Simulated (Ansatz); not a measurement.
A made-up structure of AlBH3ClO, closed shell:

B1  (0.917, -1.106, 1.272)
Al2  (0.199, -0.517, -0.138)
O3  (-0.708, 1.386, -0.188)
Cl4  (0.220, -1.720, -1.871)
H5  (-1.649, 1.514, 0.011)
H6  (-0.215, 2.186, -0.429)
H7  (1.427, -2.132, 1.368)
(Å)

It is relaxed with PBE-D4/def2-SVP and then PBE0-D4/def2-TZVP (Ansatz 0.2.0). Atoms count as bonded within 1.22 times the sum of their covalent radii (H–H: 0.88 Å). The end point is not checked to be a true minimum.

Problem. Does its bonding change? (Judge from chemistry; the calculation decides.)

Solution. The calculation gives: No: no bond forms or breaks.

Where it ends: The first stage lowers the energy by 2.21 eV in 29 steps. It ends as AlBH₃ClO ([BH][Al]([OH2])[Cl]):
```
7
angstrom
B 0.9875 -0.8956 1.3199
Al -0.1706 -0.8992 -0.3945
O -0.9105 0.9567 -0.1295
Cl 0.2459 -0.5885 -2.4754
H -0.2273 1.2944 0.4757
H -0.8538 1.4629 -0.9510
H 1.1198 -1.7209 2.1808
```

Labels in which every atom is bracketed show which atoms are joined, not bond orders.

For scale, one of the runs: PBE0-D4/def2-TZVP relaxation, 154 basis functions, launched by `ansatz run in.yaml --threads 2 --pin off --events-out ev --progress --plain --max-ram 4352MiB`. The run took about 39 s on 2 CPU threads of an Arm Neoverse V2 (shared host).
